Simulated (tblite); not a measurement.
C56H20 (nanographene), SMILES c1cc2ccc3cc4cc5cc6cc7ccc8ccc9ccc%10cc%11cc%12cc%13cc%14ccc1c1c2c3c2c4c3c5c4c6c5c7c8c9c%10c5c%11c4c%12c3c%13c2c%141 at step 0 of a GFN2-xTB optimisation (tblite, gas phase), coordinates in Å:

```
  1 C    -8.527   -0.857    0.220
  2 C    -8.564    0.535    0.055
  3 C    -7.365    1.263   -0.039
  4 C    -7.382    2.661   -0.207
  5 C    -6.187    3.370   -0.297
  6 C    -4.954    2.712   -0.245
  7 C    -3.741    3.419   -0.344
  8 C    -2.501    2.759   -0.281
  9 C    -1.293    3.459   -0.381
 10 C    -0.061    2.801   -0.321
 11 C     1.148    3.506   -0.424
 12 C     2.385    2.846   -0.364
 13 C     3.593    3.556   -0.458
 14 C     4.836    2.896   -0.407
 15 C     6.038    3.607   -0.503
 16 C     7.263    2.933   -0.437
 17 C     7.312    1.543   -0.283
 18 C     8.530    0.851   -0.223
 19 C     8.559   -0.531   -0.060
 20 C     7.373   -1.265    0.042
 21 C     7.379   -2.653    0.201
 22 C     6.184   -3.370    0.299
 23 C     4.953   -2.708    0.248
 24 C     3.737   -3.422    0.339
 25 C     2.505   -2.754    0.283
 26 C     1.289   -3.463    0.383
 27 C     0.058   -2.800    0.322
 28 C    -1.152   -3.507    0.422
 29 C    -2.388   -2.849    0.361
 30 C    -3.596   -3.555    0.465
 31 C    -4.830   -2.897    0.403
 32 C    -6.043   -3.601    0.503
 33 C    -7.267   -2.933    0.441
 34 C    -7.310   -1.543    0.287
 35 C    -6.103   -0.816    0.179
 36 C    -6.133    0.589    0.018
 37 C    -4.923    1.311   -0.085
 38 C    -3.684    0.634   -0.023
 39 C    -2.475    1.352   -0.121
 40 C    -1.243    0.681   -0.059
 41 C    -0.029    1.399   -0.158
 42 C     1.215    0.718   -0.098
 43 C     2.422    1.449   -0.206
 44 C     3.658    0.769   -0.144
 45 C     4.860    1.497   -0.241
 46 C     6.101    0.818   -0.186
 47 C     6.135   -0.587   -0.022
 48 C     4.922   -1.309    0.082
 49 C     3.686   -0.632    0.020
 50 C     2.477   -1.356    0.122
 51 C     1.237   -0.685    0.063
 52 C     0.035   -1.401    0.161
 53 C    -1.210   -0.724    0.101
 54 C    -2.421   -1.450    0.199
 55 C    -3.655   -0.771    0.143
 56 C    -4.865   -1.493    0.243
 57 H    -9.467   -1.400    0.295
 58 H    -9.521    1.044    0.017
 59 H    -8.323    3.198   -0.245
 60 H    -6.231    4.453   -0.425
 61 H    -3.768    4.500   -0.464
 62 H    -1.314    4.542   -0.507
 63 H     1.129    4.589   -0.545
 64 H     3.573    4.640   -0.586
 65 H     6.046    4.686   -0.626
 66 H     8.179    3.511   -0.522
 67 H     9.475    1.397   -0.299
 68 H     9.526   -1.038   -0.012
 69 H     8.319   -3.204    0.244
 70 H     6.227   -4.455    0.429
 71 H     3.762   -4.503    0.468
 72 H     1.315   -4.547    0.508
 73 H    -1.127   -4.591    0.550
 74 H    -3.574   -4.632    0.588
 75 H    -6.036   -4.682    0.624
 76 H    -8.177   -3.511    0.522
```

Question: What are the forces on the atoms (eV/Å)?

Answer: 
```
  1 C    -0.47    1.36   -0.15
  2 C     0.10   -1.34    0.23
  3 C    -0.74   -0.06   -0.06
  4 C     1.43    1.32   -0.07
  5 C    -2.24   -0.08   -0.03
  6 C     1.37    0.77   -0.10
  7 C    -0.58   -0.23    0.07
  8 C     0.03    0.80   -0.14
  9 C    -0.26    0.21    0.00
 10 C     0.24    0.91   -0.13
 11 C     0.10    0.05    0.03
 12 C    -0.21    1.11   -0.12
 13 C     0.70   -0.04   -0.07
 14 C    -1.41    0.87   -0.01
 15 C     2.34   -0.43    0.04
 16 C    -1.49    1.74   -0.24
 17 C     0.24   -0.45    0.03
 18 C     0.45   -0.86    0.12
 19 C     0.48    1.02   -0.14
 20 C     0.16    0.40   -0.06
 21 C    -1.23   -1.91    0.21
 22 C     2.22    0.21    0.00
 23 C    -1.48   -0.97    0.06
 24 C     0.83    0.33    0.02
 25 C    -0.38   -1.24    0.14
 26 C     0.43   -0.01   -0.02
 27 C    -0.09   -1.17    0.15
 28 C    -0.08   -0.04   -0.01
 29 C     0.29   -1.05    0.14
 30 C    -0.57    0.17   -0.05
 31 C     0.91   -0.66    0.10
 32 C    -2.01    0.27   -0.03
 33 C     1.64   -1.68    0.21
 34 C    -0.29    0.52   -0.13
 35 C     0.22   -0.12    0.06
 36 C     0.34   -0.10    0.01
 37 C     0.05   -0.56    0.08
 38 C    -0.02    0.22   -0.02
 39 C    -0.21   -0.30    0.05
 40 C     0.40    0.07   -0.01
 41 C     0.18   -0.84    0.09
 42 C    -0.31    0.64   -0.10
 43 C    -0.15   -0.99    0.16
 44 C    -0.19    0.45   -0.03
 45 C     0.36   -0.63   -0.01
 46 C    -0.18    0.01    0.06
 47 C    -0.35    0.03    0.01
 48 C     0.18    0.53   -0.07
 49 C    -0.15   -0.40    0.06
 50 C     0.09    0.68   -0.09
 51 C     0.27   -0.02    0.00
 52 C    -0.56    0.74   -0.07
 53 C     0.09   -0.41    0.03
 54 C     0.20    0.85   -0.07
 55 C    -0.01   -0.23   -0.01
 56 C    -0.01    0.47   -0.08
 57 H     0.27    0.06   -0.01
 58 H     0.21   -0.03   -0.02
 59 H     0.10   -0.16   -0.01
 60 H     0.14   -0.35    0.05
 61 H     0.02   -0.24    0.02
 62 H     0.01   -0.33    0.04
 63 H    -0.01   -0.33    0.03
 64 H    -0.01   -0.38    0.06
 65 H    -0.15   -0.23    0.02
 66 H    -0.12   -0.21    0.05
 67 H    -0.43   -0.14    0.02
 68 H    -0.39    0.10   -0.01
 69 H    -0.22    0.29   -0.01
 70 H    -0.11    0.43   -0.07
 71 H    -0.02    0.31   -0.05
 72 H    -0.02    0.38   -0.04
 73 H    -0.01    0.36   -0.04
 74 H     0.00    0.13   -0.01
 75 H     0.07    0.28   -0.03
 76 H    -0.01    0.15   -0.02
```
